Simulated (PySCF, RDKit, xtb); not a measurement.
Torsion C1–C2–O3–C4 in C3H6O (SMILES C=COC); at each angle all else is relaxed with GFN2-xTB, and the levels are single points there.
Geometry at 0° (charge 0, multiplicity 1):
| atom | x (Å) | y (Å) | z (Å) |
|---|---|---|---|
| C | 1.7969 | 0.1464 | 0.0886 |
| C | 0.6749 | -0.5523 | 0.0187 |
| O | -0.5331 | -0.1663 | -0.4546 |
| C | -0.6441 | 1.1485 | -0.9454 |
| H | 1.8828 | 1.1650 | -0.2436 |
| H | 2.6833 | -0.3029 | 0.4941 |
| H | 0.6156 | -1.5769 | 0.3605 |
| H | -1.6755 | 1.2634 | -1.2737 |
| H | 0.0302 | 1.3132 | -1.7919 |
| H | -0.4246 | 1.8827 | -0.1636 |

On the grid 0° to 180°, 80° is the highest and 0° the lowest point at MP2/CBS(cc-pVTZ, cc-pVQZ) + ΔCCSD(T)/cc-pVTZ.

Rows in STO-3G carry no dispersion term and start afresh at each structure.

Programs: PySCF for STO-3G rows; RDKit for the force fields; xtb for the GFN methods. Each number belongs to the level named beside it.

Problem. One of these levels gives 15.6 kJ/mol for the energy at 80° less that at 0°. Which one is it?
A. UFF
B. MMFF94
C. HF/STO-3G
D. GFN1-xTB

Solution. C, HF/STO-3G. The others give 26.3 (MMFF94), 10.5 (UFF), 23.5 (GFN1-xTB)
